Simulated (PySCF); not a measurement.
CH2Cl (SMILES [CH2]Cl), doublet, geometry from GFN2-xTB. Base run: WB97X/STO-3G (PySCF).

PySCF was given this input:
```python
from pyscf import gto, scf, dft

mol = gto.Mole()
mol.atom = '''
    C     0.00128034   -0.21316871   -1.07804677
    Cl   -0.00067229    0.11193254    0.56607046
    H     0.94272613   -0.30818573   -1.57707968
    H    -0.93897920   -0.31565514   -1.57783752
'''
mol.basis = 'sto-3g'
mol.spin = 1
mol.verbose = 3
mol.build()

mf = dft.UKS(mol)
mf.xc = 'wb97x'
mf.kernel()
```

Each row names what was changed in the base input (with any setting that the change needs).

```tsv
change	ΔE vs base (mEh)	grid points	electrons on the grid
base	0.000	52616	25.00000
grids.atom_grid = (150, 974)	-0.019	318360	25.00000
grids.atom_grid = (50, 194)	-0.668	26176	25.00000
grids.becke_scheme = stratmann	0.003	52616	25.00000
grids.level = 5	-0.018	133112	25.00000
grids.level = 4	-0.026	88720	25.00000
small_rho_cutoff = 0	0.000	52616	25.00000
grids.radi_method = gauss_chebyshev	-0.020	51464	25.00000
grids.prune = dft.gen_grid.treutler_prune	0.070	47304	25.00000
grids.level = 0	-18.913	3952	25.00373
grids.level = 2	0.018	33704	25.00000
```

Open shells are given as the SCF converged; they aren't shown to be the lowest states, and a large step between rows can be another state.
